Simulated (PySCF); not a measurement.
Predicted microwave data (PBE0/pcSseg-1 in PySCF (dipole) on a GFN2-xTB geometry, gas phase) for one isomer of C4H13FSi3:

```
Rotational constants : A = 1476, B = 643.8, C = 481.4 MHz
Dipole components    : |μa| = 0.57 D, |μb| = 0.00 D, |μc| = 1.42 D
Inertial defect      : -77.60 u·Å²
κ                    : -0.67
```

Task: Which structure is it? (One computed conformer of each.)
A. `[F:1]/[CH:2]=[C:3](\[SiH3:4])[CH2:5][SiH2:6][CH2:7][SiH3:8]` with C2–C3–C5–Si6 -99°, C3–C5–Si6–C7 58°, C5–Si6–C7–Si8 179°
B. `[F:1][C@H:2]1[CH2:3][C@@H:4]([SiH:5]([SiH3:6])[SiH3:7])[CH2:8]1` with C3–C4–Si5–Si6 -63°, F1–C2–C3–C4 132°, C2–C3–C4–Si5 -134°, C3–C4–C8–C2 13°, F1–C2–C8–C4 -132°
C. `[CH3:1][SiH2:2][SiH2:3]/[C:4](=[CH:5]/[F:6])[SiH2:7][CH3:8]` with C1–Si2–Si3–C4 23°, Si2–Si3–C4–C5 -103°, Si3–C4–Si7–C8 76°

Result: B. It is F[C@H]1C[C@@H]([SiH]([SiH3])[SiH3])C1, an asymmetric top, point group Cs. The candidates at the same level (rigid rotor, commonest isotopes):

```csv
SMILES,A (MHz),B (MHz),C (MHz),μa (D),μb (D),μc (D),Δ (u·Å²),point group,rotor
F/C=C(\[SiH3])C[SiH2]C[SiH3],1682,526.7,479.0,0.58,0.36,1.30,-204.91,C1,near-prolate asymmetric top
C[SiH2][SiH2]/C(=C/F)[SiH2]C,1366,672.6,594.2,0.46,0.10,0.39,-270.97,C1,asymmetric top
F[C@H]1C[C@@H]([SiH]([SiH3])[SiH3])C1,1476,643.8,481.4,0.57,0.00,1.42,-77.60,Cs,asymmetric top
```

`C[SiH2][SiH2]/C(=C/F)[SiH2]C` has C 23 % too high; `F/C=C(\[SiH3])C[SiH2]C[SiH3]` has B 18 % too low. In the right answer the mirror of this Cs structure is the ac plane, so μb vanishes by symmetry. No structure here is proved a minimum.
